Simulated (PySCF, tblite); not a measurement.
Species: C5H6F3PS.
Z-matrix (Å and degrees, GFN2-xTB geometry), rows numbered from 1:
```
C 
C   1  1.2029
P   2  1.7666  1  170.74
S   3  1.9286  2  114.94  1    -5.31
C   3  1.8561  2  101.10  1  -129.48
C   5  1.5220  3  110.91  2   166.85
C   6  1.5124  5  110.11  3    72.15
F   7  1.3451  6  111.59  5   -53.97
F   7  1.3348  6  112.91  5  -174.71
F   7  1.3444  6  112.22  5    64.71
H   1  1.0518  2  176.53  3  -178.81
H   3  1.3927  2   99.51  1   122.19
H   5  1.0925  3  110.58  2   -68.49
H   5  1.0953  3  105.28  2    48.64
H   6  1.0959  5  109.79  3   -46.11
H   6  1.0915  5  111.84  3  -167.71
```

Computed, not measured: PBE0/pcSseg-1 in PySCF (dipole) on a GFN2-xTB geometry, gas phase.

Take the most abundant isotopes and a rigid rotor. The values belong to one conformer with, in the numbering `[CH:1]#[C:2][P@H:3](=[S:4])[CH2:5][CH2:6][C:7]([F:8])([F:9])[F:10]`, C2–P3–C5–C6 167°, P3–C5–C6–C7 72°.

(1) Give the principal moments of inertia and the rotational constants in GHz.

(2) Classify the top.

(3) Is it planar, by Δ = Ic − Ia − Ib?

(4) Give the other two planar moments, Paa and Pbb, and the rms extents of the mass along the axes.

(5) Give the coordinates in the principal-axis frame, origin at the centre of mass.

(6) Predict some low-J microwave lines.

Answers

(1) Ia = 279.12, Ib = 878.18, Ic = 1022.35 u·Å²; 505379 MHz·u·Å²/I gives 1811, 575.5 and 494.3 MHz, that is A = 1.8106, B = 0.5755, C = 0.4943 GHz.

(2) An asymmetric top; Ray's κ = -0.877.

(3) Not planar: Δ = Ic − Ia − Ib = -134.95 u·Å². For a rigid frame Δ = −2 Σ m c², so Σ m c² = 67.47 u·Å² lies off the ab plane: 12.26 from hydrogen and 55.21 from heavier atoms. The atom farthest from that plane is 2.05 Å away.

(4) Paa = Σ m a² = (Ib + Ic − Ia)/2 = 810.71 and Pbb = Σ m b² = (Ia + Ic − Ib)/2 = 211.64 u·Å². With the mass M = 185.99 u, the rms extents √(P/M) along a, b and c are 2.09, 1.07, 0.60 Å.

(5) The sense of each axis is arbitrary; atoms in the order of the calculation.
| atom | mass (u) | a (Å) | b (Å) | c (Å) |
| --- | --- | --- | --- | --- |
| C1 | 12.000 | 3.855 | 1.428 | 0.058 |
| C2 | 12.000 | 2.751 | 0.964 | 0.165 |
| P3 | 30.974 | 1.255 | 0.030 | 0.275 |
| S4 | 31.972 | 1.434 | -1.845 | -0.138 |
| C5 | 12.000 | 0.157 | 0.979 | -0.883 |
| C6 | 12.000 | -1.101 | 0.186 | -1.211 |
| C7 | 12.000 | -2.021 | 0.151 | -0.011 |
| F8 | 18.998 | -1.389 | -0.305 | 1.085 |
| F9 | 18.998 | -3.091 | -0.625 | -0.199 |
| F10 | 18.998 | -2.482 | 1.372 | 0.312 |
| H11 | 1.008 | 4.796 | 1.892 | -0.024 |
| H12 | 1.008 | 0.853 | 0.389 | 1.559 |
| H13 | 1.008 | -0.079 | 1.962 | -0.469 |
| H14 | 1.008 | 0.748 | 1.116 | -1.794 |
| H15 | 1.008 | -0.834 | -0.849 | -1.453 |
| H16 | 1.008 | -1.650 | 0.624 | -2.046 |

(6) The dipole components are |μa| = 1.06 D, |μb| = 3.97 D, |μc| = 1.42 D. Intensities carry the squares of the components, which stand as 0.07 : 1.00 : 0.13 (a : b : c). Some lines, for components of 0.1 D or more:

```tsv
type	branch	J(Ka,Kc)	MHz	lower level (cm⁻¹)
a	Q	3(1,2) ← 3(1,3)	487	0.248
a	Q	4(1,3) ← 4(1,4)	811	0.386
b	R	4(1,3) ← 3(2,2)	847	0.384
b	R	2(0,2) ← 1(1,1)	901	0.077
c	Q	4(1,4) ← 4(0,4)	918	0.355
c	Q	2(1,2) ← 2(0,2)	1158	0.107
b	Q	4(1,3) ← 4(0,4)	1728	0.355
a	R	3(2,1) ← 2(2,0)	3225	0.277
c	Q	4(2,3) ← 4(1,3)	3429	0.413
b	Q	2(2,0) ← 2(1,1)	3709	0.154
b	Q	2(2,1) ← 2(1,2)	3949	0.146
b	Q	3(2,2) ← 3(1,3)	4073	0.248
a	R	4(2,2) ← 3(2,1)	4314	0.385
a	R	4(1,3) ← 3(1,2)	4433	0.265
b	R	4(1,4) ← 3(0,3)	5159	0.213
c	Q	4(3,2) ← 4(2,2)	6334	0.529
b	Q	4(3,1) ← 4(2,2)	6335	0.529
b	Q	3(3,1) ← 3(2,2)	6381	0.384
b	R	3(2,1) ← 2(1,2)	7178	0.146
b	R	4(2,3) ← 3(1,2)	7862	0.265
c	R	4(2,3) ← 3(1,3)	8349	0.248
c	R	3(3,1) ← 2(2,1)	9590	0.277
c	R	4(3,1) ← 3(2,1)	10649	0.385
c	R	4(3,2) ← 3(2,2)	10668	0.384
c	R	4(4,1) ← 3(3,1)	13210	0.597
```

Its GFN2-xTB frequencies are all real (lowest 37 cm⁻¹). Zero-point vibration and centrifugal distortion are left out.

On one thread, Intel Xeon at 2.50 GHz (x86_64), on a shared host, this took 1.9 min and 0.95 GiB of memory at its peak. This is the PBE0/pcSseg-1 job that gave the dipole, with the shieldings it also computed.
